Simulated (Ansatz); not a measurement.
System: MoH₃, net charge 0, quartet state. The spin state was set by rule; other spins were not relaxed. 
Geometry from a B3LYP-D3(BJ)/def2-TZVP (Ansatz, a quantum-chemistry and plane-wave program) optimisation:
```xyz
4

Mo    -0.0369    -0.0051     0.0162
H      1.1812    -0.3629     1.1493
H      0.1828     1.6015    -0.4996
H      0.1843    -1.0225    -1.3298
```
Charge 0, spin multiplicity 4.

Basis-set convergence of Hartree-Fock and CCSD correlation energies (hartree) with Ansatz. Cores are frozen in the correlated levels unless marked. Open shells are spin-unrestricted. No spin-orbit coupling. The frozen core is the preceding noble-gas configuration, with the filled d and f shells of earlier blocks. In def2 rows, elements after Kr have scalar-relativistic effective core potentials.

The UHF reference is spin-contaminated (<S^2> 0.11 over the pure value in the largest basis). 

```csv
basis,functions,E(HF),"E(corr, CCSD)"
def2-SVP,46,-69.18700,-0.16384
def2-TZVPP,98,-69.21345,-0.20262
def2-QZVPP,171,-69.21703,-0.21046
```

Extrapolating the two largest sets (X = 3 and 4) as X^-3: E(corr) = (64·(-0.21046) - 27·(-0.20262))/37 = -0.2162 Eh, an estimate of the basis-set limit. The largest set recovers 97.4 % of it, the smallest 75.8 %.
